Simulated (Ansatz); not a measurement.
Ga₃H₃S₃Cl₆⁺, that is (Cl2Ga-mu-SH)3 with one electron fewer. Total charge 1; doublet. Geometry PBE-D4/def2-SVP, that of the neutral singlet; atoms count from 1.

```xyz
15

Ga   -0.9712   -0.7291   -1.7925
Cl   -2.7482   -1.3656   -2.8573
Cl    0.9094   -0.7392   -2.8383
S    -1.5327    1.3714   -0.8062
Ga    0.3958    2.2405    0.3103
Cl   -0.3012    4.1268    1.1197
Cl    2.1668    2.1759   -0.9099
S     0.7257    0.8110    2.1842
Ga    1.0196   -1.4400    1.4695
Cl    0.8483   -2.6555    3.2562
Cl    2.7966   -1.5392    0.2604
S    -0.9652   -1.9727    0.2457
H    -1.3292    2.1048   -1.9391
H    -0.5722    0.7208    2.5955
H    -0.4423   -3.1099   -0.2983
```

Single mean-field runs in def2-TZVP are fitted with def2-universal-jkfit.

Estimate the Mulliken populations from the PBE0/def2-TZVP orbitals of Ansatz.


```tsv
atom	charge (e)	spin (α − β)
Ga1	0.53	-0.03
Cl2	-0.12	0.15
Cl3	-0.11	0.14
S4	-0.20	0.09
Ga5	0.53	-0.02
Cl6	-0.12	0.16
Cl7	-0.13	0.12
S8	-0.19	0.04
Ga9	0.53	-0.02
Cl10	-0.12	0.16
Cl11	-0.13	0.12
S12	-0.20	0.09
H13	0.25	0.00
H14	0.23	0.00
H15	0.25	0.00
```
Mulliken values depend strongly on the basis.

Where does the spin sit?

Summed by element: Ga -0.07, Cl 0.85, S 0.23, H 0.00, of 1 unpaired in all. Largest on single atoms: Cl10 0.16, Cl6 0.16, Cl2 0.15.

And the Mayer bond orders between heavy atoms (over 0.3)?

Ga1–Cl2 1.09 (2.17 Å); Ga1–Cl3 1.10 (2.15 Å); Ga1–S4 0.68 (2.39 Å); Ga1–S12 0.68 (2.39 Å); S4–Ga5 0.66 (2.39 Å); Ga5–Cl6 1.07 (2.17 Å); Ga5–Cl7 1.10 (2.15 Å); Ga5–S8 0.70 (2.38 Å); S8–Ga9 0.70 (2.38 Å); Ga9–Cl10 1.07 (2.17 Å); Ga9–Cl11 1.10 (2.15 Å); Ga9–S12 0.66 (2.39 Å).
